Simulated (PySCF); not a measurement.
**Vertical excitation energies**

Species: C8H9N.
InChI=1S/C8H9N/c1-2-3-8-4-6-9-7-5-8/h2,4-7H,1,3H2

Computed with TDDFT PBE0/def2-SVPD, vertical, gas phase, core orbitals frozen in the response in PySCF 2.14.0, density-fitted response routines. The structure is a single GFN2-xTB conformer in the gas phase; no vibrational or solvent corrections. Torsions of this conformer, `[CH2:1]=[CH:2][CH2:3][c:4]1[cH:5][cH:6][n:7][cH:8][cH:9]1`: C1–C2–C3–C4 -119°, C2–C3–C4–C5 85°.

| state | E (eV) | E (kJ/mol) | λ (nm) | f | main configurations (H = HOMO, L = LUMO) |
| --- | --- | --- | --- | --- | --- |
| S1 | 4.87 | 470 | 254.6 | 0.0060 | H→L (93%) |
| S2 | 5.11 | 493 | 242.8 | 0.0001 | H→L+1 (96%) |
| S3 | 5.59 | 539 | 221.8 | 0.022 | H-1→L (59%), H-3→L+1 (15%), H-2→L+1 (13%) |
| S4 | 5.98 | 577 | 207.2 | 0.077 | H-2→L (68%), H-1→L (17%), H-1→L+1 (8%) |
| S5 | 6.35 | 612 | 195.3 | 0.011 | H-3→L (50%), H-1→L+1 (43%) |
| S6 | 6.45 | 623 | 192.2 | 0.053 | H-2→L+1 (60%), H-3→L+1 (14%) |

Triplets, Tamm–Dancoff:

| state | E (eV) | λ (nm) | main configurations (H = HOMO, L = LUMO) |
| --- | --- | --- | --- |
| T1 | 4.19 | 296.2 | H→L (88%) |
| T2 | 4.26 | 291.1 | H-1→L+1 (42%), H-2→L (16%), H-3→L (15%) |

The lowest singlet comes at 255 nm (470 kJ/mol) in the ultraviolet; it is weak; its leading configuration is HOMO→LUMO (93%). The most intense listed level is S4 at 5.98 eV (207 nm, f = 0.077), 1.12 eV above S1. Löwdin shares by element: HOMO nitrogen 56%, carbon 25% or more (atoms not listed hold the other 19%); LUMO carbon 39% or more, nitrogen 18% (atoms not listed hold the other 42%). Weighted by f, the mean energy of these states is 6.06 eV. Orbital energies (eV): HOMO-3 -8.18, HOMO-2 -7.77, HOMO-1 -7.61, HOMO -7.29, LUMO -0.84, LUMO+1 -0.48, LUMO+2 0.30. Of the 6 states listed, 4 reach f = 0.01 and 1 stays under 0.0005. No computed singlet lies in the visible range (380 to 750 nm); the lowest, at 255 nm, stands 1.61 eV above its violet end (3.26 eV). Only the lowest 6 singlets were computed, as vertical energies without vibronic structure.
